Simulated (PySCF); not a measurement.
**[WH3(H2O)2]− at several levels of theory**

Computed with PySCF 2.14.0 (density fitting, no spin-orbit coupling) at the geometry relaxed with PBE:

```xyz
10
[WH3(H2O)2]− (triplet)
W     0.0661    0.0661    0.0424
H    -0.3601   -0.3601    1.6661
H     1.7770   -0.2505   -0.3241
H    -0.2505    1.7770   -0.3241
O    -2.4670    0.3941   -0.1556
H    -2.0641    1.2646   -0.3879
H    -1.9318   -0.2259   -0.7952
O     0.3941   -2.4670   -0.1556
H     1.2646   -2.0641   -0.3879
H    -0.2259   -1.9318   -0.7952
```

| level | basis | state | HOMO (eV) | gap (eV) | charge on W1 (e) | dipole about the centre of mass (D) | largest force component (eV/Å) |
| --- | --- | --- | --- | --- | --- | --- | --- |
| PBE | W def2-SVP with ECP60, H def2-SVP, O def2-SVP | triplet | 1.55 | 0.99 | -0.34 | 1.39 | 0.01 |
| revPBE | the same | triplet | 1.61 | 1.01 | -0.30 | 1.35 | 0.11 |
| B3LYP | the same | triplet | 0.86 | 2.14 | -0.16 | 1.56 | 0.55 |
| M06-L | the same | triplet | 1.61 | 1.30 | 0.13 | 1.55 | 0.53 |
| PBE | W def2-TZVP with ECP60, H def2-TZVP, O def2-TZVP | triplet | 1.42 | 1.15 | -0.36 | 1.70 | 0.19 |
| PBE | W x2c-SVPall, H x2c-SVPall, O x2c-SVPall | triplet | 1.42 | 1.11 | -0.96 | 1.36 | 0.28 |

HOMO and gap are taken over both spins. Charges are Mulliken's, which hang on the basis. The relaxation used the grid (50, 194), these runs (75, 302) or, all-electron (x2c bases, spin-free X2C Hamiltonian), (99, 590).

**Question.** What does BLYP with W def2-SVP with ECP60, H def2-SVP, O def2-SVP give here?

**Answer.** state triplet, HOMO (eV) 1.70, gap (eV) 0.99, charge on W1 (e) -0.29, dipole about the centre of mass (D) 1.42, largest force component (eV/Å) 0.13. Time: 9.1 s on 2 threads of Arm Neoverse V2, with other jobs on the host, from an already converged density.

Open shells may have lower solutions than the one found.

The highest filled level of some runs lies above zero, as often for anions with such functionals and bases.
